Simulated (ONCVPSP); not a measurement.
# Varying the ONCV potential for antimony (Sb)

Base potential:

| Item | Value |
| --- | --- |
| Element | antimony (Sb) |
| Generator | ONCVPSP 4.0.1 |
| Type | optimised norm-conserving Vanderbilt (ONCV) |
| Functional | PBEsol |
| Relativity | scalar-relativistic |
| Frozen core | [Ar] 3d10 |
| Valence charge | 23 |
| Reference configuration | 4s2 4p6 4d10 5s1.5 5p3.5 |
| Partial waves | 4s+5s: rc 1.50 bohr, ncon 4, nbas 8, qcut 9.6 1/bohr, 3 projectors, debl 0.9 Ha; 4p+5p: rc 1.60 bohr, ncon 5, nbas 8, qcut 8.7 1/bohr, 2 projectors; 4d: rc 1.05 bohr, ncon 4, nbas 7, qcut 9.3 1/bohr, 3 projectors, debl 2.3 Ha |
| Local potential | polynomial inside 0.70 bohr (lpopt 4, dvloc0 0 Ha) |
| Core correction | Teter function, fcfact 2.5, rcfact 1.05 |

All-electron outer shells of the reference configuration (PBEsol, scalar-relativistic, ld1.x):

| shell | level (eV) | outermost node (bohr) | outermost maximum (bohr) |
| --- | --- | --- | --- |
| 3p | -750.80 | 0.13 | 0.29 |
| 3d | -516.57 | – | 0.24 |
| 4s | -149.36 | 0.39 | 0.73 |
| 4p | -102.37 | 0.39 | 0.76 |
| 4d | -34.16 | 0.38 | 0.84 |
| 5s | -13.28 | 0.95 | 1.88 |
| 5p | -5.14 | 1.04 | 2.32 |

Cutoffs, loose and tight: the cutoffs (Ha) at which the residual kinetic energy of the hardest occupied pseudo-wave falls to 1 and 0.1 mHa per electron. They do not see the model core or the augmentation charge, which bear on the density cutoff. Test errors are all-electron minus pseudo excitation energies from the reference, over the configurations 4s2 4p6 4d10 5s2 5p3; 4s2 4p6 4d10 5s2 5p2; 4s2 4p6 4d10 5s2 5p1; 4s2 4p6 4d10 5s1 5p3. A dash means not determined; rows that change the core or the reference have their own tests.

A true bound ghost makes a file unfit for plane-wave use even where its test errors are small: the radial tests pick states by their node count and pass the ghost by.

| change | outcome | cutoff, loose | cutoff, tight | bound ghosts | GHOST(+) flags above zero | largest test error (meV) |
| --- | --- | --- | --- | --- | --- | --- |
| base | generated | 49 Ha | 136 Ha | none | s, d | -5.3 |
| p: rc 1.28 | generated | 49 Ha | 136 Ha | none | s, d | -4.4 |
| p: rc 1.4 | generated | 49 Ha | 136 Ha | none | s, d | -4.8 |
| p: rc 1.56 | generated | 49 Ha | 136 Ha | none | s, d | -5.2 |
| p: rc 1.7 | generated | 49 Ha | 136 Ha | none | s, d | -5.5 |
| p: rc 1.84 | generated | 49 Ha | 136 Ha | none | s, d | -5.7 |
| p: rc 2.06 | generated | 49 Ha | 136 Ha | none | s, d | -5.9 |
| p: rc 2.34 | generated | 49 Ha | 136 Ha | none | s, d | -5.9 |

Q: What comes out with this change to the base: p: rc 1.14?

A: outcome: generated; cutoff, loose: 119 Ha; cutoff, tight: 150 Ha; bound ghosts: none; GHOST(+) flags above zero: s, d; largest test error (meV): -4.1.

Q: What comes out with this change to the base: p: rc 2.16?

A: outcome: generated; cutoff, loose: 49 Ha; cutoff, tight: 136 Ha; bound ghosts: p; GHOST(+) flags above zero: s, d; largest test error (meV): -6.9.

Reading the sweep of the p radius (base included, trends over the rows without a ghost): The loose cutoff falls from 119 Ha at 1.14 to 49 Ha at 2.34 bohr. A larger radius leaves more room for a smooth pseudo-wave, so fewer plane waves are needed; a smaller one forces it to follow the all-electron wave where it bends sharply. The median size of the test errors (rows with all tests solved) stays near 2.1 meV. Bound ghosts are found at 2.16 bohr.
